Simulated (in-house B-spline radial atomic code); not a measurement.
Ionising Ne7+ with different functionals

Computed with an all-electron radial atomic-structure program (B-spline basis): scalar-relativistic (spin-free X2C) Hamiltonian, Fermi nucleus of rms radius 3.0055 fm, spin-polarised at highest spin, spherical fractional occupations for the functionals, and exact exchange of hybrids averaged over the configuration. The ionisation energy is the difference of two self-consistent energies, [He] 2s1 → 1s2, without Breit or QED terms; ε is the level of the shell that loses the electron (its least bound occupied spin orbital).

| method | rung | ΔSCF (eV) | -ε(2s) (eV) |
| --- | --- | --- | --- |
| PBE0 | global hybrid | 239.73 | 229.59 |
| B3LYP | global hybrid | 240.19 | 229.01 |
| TPSSh | global hybrid | 239.64 | 228.04 |
| BHandHLYP | global hybrid | 240.05 | 232.84 |
| r2SCAN0 | global hybrid | ? | ? |
| B97-1 | global hybrid | 239.49 | 228.97 |
| HSE06 | range-separated hybrid | 239.73 | 229.15 |
| wB97X | range-separated hybrid | 237.52 | 231.84 |
| CAM-B3LYP | range-separated hybrid | ? | ? |
| LC-wPBE | range-separated hybrid | 239.99 | 232.12 |

Problem. What does CAM-B3LYP give?

Solution. ΔSCF 240.06 eV, and -ε(2s) = 230.98 eV.

Problem. What does r2SCAN0 give?

Solution. ΔSCF 238.94 eV, and -ε(2s) = 230.11 eV.

Problem. Among the functionals, which spreads more, the ΔSCF values or the orbital energies?

Solution. The orbital energies: ΔSCF values span about 2.67 eV and the orbital energies 4.80 eV.

Problem. How do they compare with the NIST value?

Solution. NIST lists 239.097 eV ± 0.0019 (semi-empirical, ground level to ground level). Errors run from -1.58 to +1.09 eV; r2SCAN0 is closest (-0.16 eV), but part of that can be cancellation, since the calculations leave out Breit-QED terms.
